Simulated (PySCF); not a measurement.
Isomers of C6H10OS.

All values: PBE0/def2-SVPD (PySCF) at GFN2-xTB geometries, gas phase, one conformer each. Core orbitals are frozen in the response; Δα² is half the sum of the squared differences of the principal polarisabilities.

(1) Rank by dipole moment, highest first.
A. `[CH3:1][S:2]/[C:3]([CH3:4])=[CH:5]/[C:6]([CH3:7])=[O:8]` with C1–S2–C3–C4 -179°, C3–C5–C6–C7 -179°
B. `O=[S@]1[C@H]2CC[C@@H]1CC2`
C. `[CH2:1]=[C:2]([CH3:3])[CH2:4][O:5][C:6]([CH3:7])=[S:8]` with C1–C2–C4–O5 -123°, C2–C4–O5–C6 177°, C4–O5–C6–C7 -2°
D. `[CH3:1][C:2]#[C:3][CH2:4][S@:5](=[O:6])[CH2:7][CH3:8]` with C3–C4–S5–O6 173°, C4–S5–C7–C8 178°
E. `[CH2:1]=[CH:2][C@@H:3]1[CH2:4][S:5][C@@H:6]1[O:7][CH3:8]` with C1–C2–C3–C4 -123°, S5–C6–O7–C8 73°, C2–C3–C4–S5 -136°, C3–C4–S5–C6 12°, C4–S5–C6–O7 104°, C2–C3–C6–S5 135°
F. `[CH3:1][O:2][C:3](=[S:4])[CH2:5][CH:6]1[CH2:7][CH2:8]1` with C1–O2–C3–S4 1°, O2–C3–C5–C6 80°, C3–C5–C6–C7 148°

(2) Rank by mean static polarisability, highest first.
A. `[CH3:1][C:2]#[C:3][CH2:4][S@:5](=[O:6])[CH2:7][CH3:8]` with C3–C4–S5–O6 173°, C4–S5–C7–C8 178°
B. `[CH2:1]=[CH:2][C@@H:3]1[CH2:4][S:5][C@@H:6]1[O:7][CH3:8]` with C1–C2–C3–C4 -123°, S5–C6–O7–C8 73°, C2–C3–C4–S5 -136°, C3–C4–S5–C6 12°, C4–S5–C6–O7 104°, C2–C3–C6–S5 135°
C. `[CH3:1][C@@H:2]1[CH2:3][CH2:4][CH:5]=[CH:6][S@:7]1=[O:8]` with C1–C2–C3–C4 167°, C2–C3–C4–C5 46°, C3–C4–C5–C6 -7°, C5–C6–S7–O8 -136°
D. `[CH3:1][O:2][C:3](=[S:4])[CH2:5][CH:6]1[CH2:7][CH2:8]1` with C1–O2–C3–S4 1°, O2–C3–C5–C6 80°, C3–C5–C6–C7 148°
E. `[CH3:1][S:2]/[C:3]([CH3:4])=[CH:5]/[C:6]([CH3:7])=[O:8]` with C1–S2–C3–C4 -179°, C3–C5–C6–C7 -179°
F. `O=[S@]1[C@H]2CC[C@@H]1CC2`

(3) Rank by HOMO energy, highest first.
A. `[CH3:1][C:2]#[C:3][CH2:4][S@:5](=[O:6])[CH2:7][CH3:8]` with C3–C4–S5–O6 173°, C4–S5–C7–C8 178°
B. `[CH2:1]=[C:2]([CH3:3])[CH2:4][O:5][C:6]([CH3:7])=[S:8]` with C1–C2–C4–O5 -123°, C2–C4–O5–C6 177°, C4–O5–C6–C7 -2°
C. `[CH3:1][C@@H:2]1[CH2:3][CH2:4][CH:5]=[CH:6][S@:7]1=[O:8]` with C1–C2–C3–C4 167°, C2–C3–C4–C5 46°, C3–C4–C5–C6 -7°, C5–C6–S7–O8 -136°

## Answers

(1) C (4.61 D), D (4.40 D), B (4.24 D), A (3.76 D), F (2.28 D), E (1.18 D).

(2) E (15.27 Å³), A (14.81 Å³), B (14.37 Å³), D (14.04 Å³), C (13.74 Å³), F (12.77 Å³).

(3) B (-6.26 eV), C (-6.55 eV), A (-6.71 eV).

All values together:

```json
{"SMILES": "C=C/C(C)=C/[S@@](C)=O", "μ (D)": "4.49", "HOMO (eV)": "-6.61", "LUMO (eV)": "-1.46", "α (Å³)": "15.70", "Δα (Å³)": "10.72"}
{"SMILES": "C=C(C)COC(C)=S", "μ (D)": "4.61", "HOMO (eV)": "-6.26", "LUMO (eV)": "-1.34", "α (Å³)": "15.23", "Δα (Å³)": "6.87"}
{"SMILES": "O=[S@]1[C@H]2CC[C@@H]1CC2", "μ (D)": "4.24", "HOMO (eV)": "-6.71", "LUMO (eV)": "0.42", "α (Å³)": "12.77", "Δα (Å³)": "1.48"}
{"SMILES": "CC#CC[S@](=O)CC", "μ (D)": "4.40", "HOMO (eV)": "-6.71", "LUMO (eV)": "0.11", "α (Å³)": "14.81", "Δα (Å³)": "7.21"}
{"SMILES": "CS/C(C)=C/C(C)=O", "μ (D)": "3.76", "HOMO (eV)": "-6.63", "LUMO (eV)": "-1.37", "α (Å³)": "15.27", "Δα (Å³)": "9.04"}
{"SMILES": "C[C@@H]1CCC=C[S@]1=O", "μ (D)": "4.69", "HOMO (eV)": "-6.55", "LUMO (eV)": "-0.57", "α (Å³)": "13.74", "Δα (Å³)": "4.91"}
{"SMILES": "COC(=S)CC1CC1", "μ (D)": "2.28", "HOMO (eV)": "-6.45", "LUMO (eV)": "-1.26", "α (Å³)": "14.04", "Δα (Å³)": "4.08"}
{"SMILES": "C=C[C@@H]1CS[C@@H]1OC", "μ (D)": "1.18", "HOMO (eV)": "-6.55", "LUMO (eV)": "-0.36", "α (Å³)": "14.37", "Δα (Å³)": "5.06"}
```

Conformers: `[CH2:1]=[CH:2]/[C:3]([CH3:4])=[CH:5]/[S@@:6]([CH3:7])=[O:8]` with C1–C2–C3–C4 -2°, C3–C5–S6–C7 91°; `[CH2:1]=[C:2]([CH3:3])[CH2:4][O:5][C:6]([CH3:7])=[S:8]` with C1–C2–C4–O5 -123°, C2–C4–O5–C6 177°, C4–O5–C6–C7 -2°; `[CH3:1][C:2]#[C:3][CH2:4][S@:5](=[O:6])[CH2:7][CH3:8]` with C3–C4–S5–O6 173°, C4–S5–C7–C8 178°; `[CH3:1][S:2]/[C:3]([CH3:4])=[CH:5]/[C:6]([CH3:7])=[O:8]` with C1–S2–C3–C4 -179°, C3–C5–C6–C7 -179°; `[CH3:1][C@@H:2]1[CH2:3][CH2:4][CH:5]=[CH:6][S@:7]1=[O:8]` with C1–C2–C3–C4 167°, C2–C3–C4–C5 46°, C3–C4–C5–C6 -7°, C5–C6–S7–O8 -136°; `[CH3:1][O:2][C:3](=[S:4])[CH2:5][CH:6]1[CH2:7][CH2:8]1` with C1–O2–C3–S4 1°, O2–C3–C5–C6 80°, C3–C5–C6–C7 148°; `[CH2:1]=[CH:2][C@@H:3]1[CH2:4][S:5][C@@H:6]1[O:7][CH3:8]` with C1–C2–C3–C4 -123°, S5–C6–O7–C8 73°, C2–C3–C4–S5 -136°, C3–C4–S5–C6 12°, C4–S5–C6–O7 104°, C2–C3–C6–S5 135°.
